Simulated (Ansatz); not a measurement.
System: BiF$_{2}$, net charge 1, singlet state. SMILES of the parent species: [F][Bi][F]
Structure (B3LYP-D3(BJ)/def2-TZVP (Ansatz, a first-principles code) minimum search):
```
Bi
F 1 1.9511
F 1 1.9511 2 95.60
```
Charge +1, spin multiplicity 1.

Parts of the frozen-core correlation energy in def2-QZVPPD (Ansatz, hartree). Frozen orbitals: 11; correlated occupied orbitals by spin: 9 and 9; virtual: 200 and 200. No spin-orbit coupling. In def2 rows, elements after Kr have scalar-relativistic effective core potentials.

| term | value |
|---|---|
| reference (HF) | -412.27860 |
| MP2 opposite-spin | -0.49291 |
| MP2 same-spin | -0.16790 |
| CCSD correlation | -0.65067 |
| (T) | -0.02547 |
| T1 diagnostic | 0.021 |
| largest doubles amplitude | 0.043 |
